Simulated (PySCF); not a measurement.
## Core-level binding energies of `CC#[N+][GaH2-][C](F)=C(F)F`

Compound: C4H5F3GaN.
Bonds: C1–C2, C2–N3 (triple), N3–Ga4, Ga4–C5, C5–F6, C5–C7 (double), C7–F8, C7–F9. Hydrogens: H10, H11, H12 on C1; H13, H14 on Ga4.

Level of theory: delta-SCF UKS SCAN, pcX-2 on the ionised atom, pcseg-1 elsewhere, spin-free X2C (PySCF). These are vertical core ionisation energies against the vacuum level, from separate self-consistent calculations with and without the core hole.

Question: List the computed XPS lines with their assignment.

Answer: 
| atom(s) | bonded to | level | binding energy (eV) | above the level's lowest (eV) | count |
| --- | --- | --- | --- | --- | --- |
| C5 | F, C (double bond) and Ga | C 1s | 291.52 | 0.00 | 1 |
| C1 | C and 3 H | C 1s | 293.50 | +1.98 | 1 |
| C7 | 2 F and C (double bond) | C 1s | 294.31 | +2.79 | 1 |
| F6 | C | F 1s | 692.50 | 0.00 | 1 |
| F9 | C | F 1s | 693.43 | +0.93 | 1 |
| F8 | C | F 1s | 693.53 | +1.03 | 1 |

Lowest listed C 1s: C5, bonded to F, C (double bond) and Ga. Highest, 2.79 eV above it: C7, bonded to 2 F and C (double bond). The widest gap between neighbouring values is 1.98 eV, between 291.52 and 293.50 eV. Summing the Pauling electronegativity differences to the bonded atoms, each weighted by its formal bond order, gives +0.69 for the lowest site and +2.86 for the highest; no listed site has a larger sum than the highest. The smallest sum, -1.05, belongs to C1, 1.98 eV above the lowest.

The listed F 1s values span 1.03 eV, from F6 (bonded to C) to F8 (bonded to C). Summing the Pauling electronegativity differences to the bonded atoms, each weighted by its formal bond order, gives -1.43 for the lowest site and -1.43 for the highest; the sum is the same at every site.

Question: What is the F 1s shift of F9 against F8?

Answer: 693.43 − 693.53 = -0.10 eV, or -10 kJ/mol.

Question: What is the longest wavelength that can ionise C 1s of C7 vertically?

Answer: λ = hc/E = 12398.42 eV Å / 294.31 eV = 42.127 Å.

The list is incomplete; no value stands for C 1s of C2 (hole states with ⟨S²⟩ of 1 or more are left out). No level of gallium or nitrogen is listed. Isolated species at its PBE0-D3(BJ)/def2-SVP geometry (one conformer only).

Conformer computed: `[CH3:1][C:2]#[N+:3][GaH2-:4][C:5]([F:6])=[C:7]([F:8])[F:9]`: C2–N3–Ga4–C5 0°, N3–Ga4–C5–F6 -5°.
